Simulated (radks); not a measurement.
Problem. The mean radii <r> (bohr) of the occupied orbitals of an atom or ion are listed with their occupations. Calculated with a radial shooting solver on a logarithmic mesh with Libxc functionals: scalar-relativistic Kohn-Sham, LDA (Slater exchange, Perdew-Wang correlation), spin-unpolarised, spherical densities, finite nucleus; Fermi nuclear charge, rms radius of each element as measured or else 0.836 A^(1/3) + 0.57 fm.

orbital  occ.      <r>
1s          2  0.02234
2s          2  0.09518
2p          6  0.08392
3s          2   0.2499
3p          6   0.2482
3d         10   0.2260
4s          2   0.5664
4p          6   0.5997
4d         10   0.6545
5s          2    1.380
5p          6    1.632
6s          2    4.208
4f          7   0.9768

Name the element and its charge.

Solution. Z = 63, europium, charge 0: Eu in [Xe] 4f7 6s2. The 1s radius gives Z: for a bare nucleus <r> = (2 gamma + 1)/(2Z) with gamma = sqrt(1 - (Z/c)^2), 0.02203 bohr for Z = 63, and screening makes it slightly larger (0.02234 here). The occupations add up to 63, and the charge is Z minus that.
